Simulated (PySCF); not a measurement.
Computed with PBE0-D3(BJ)/def2-TZVP (PySCF). Gas-phase values, no solvent. One relaxed conformer stands for a flexible species; it need not be the lowest. Delta-SCF ions had no search for a lower state. 

Reference species (SMILES): `S[Si](S)(S)S` (neutral, multiplicity 1).

```yaml
LUMO: -0.45 eV
vertical ionisation energy (Delta-SCF): 9.34 eV
```

Changed species: `S[SiH2]S` (H–S–Si–S torsion 56°, S–Si–S–H torsion 56°) (2 of 4 SH replaced by H; the reference has 0 of 4 SH replaced by H).

**Question.** Give the shifts of the LUMO and vertical ionisation energy (Delta-SCF).

**Answer.** the LUMO goes up by 0.35 eV, to -0.10 eV; the vertical ionisation energy (Delta-SCF) rises by 0.15 eV, to 9.49 eV.
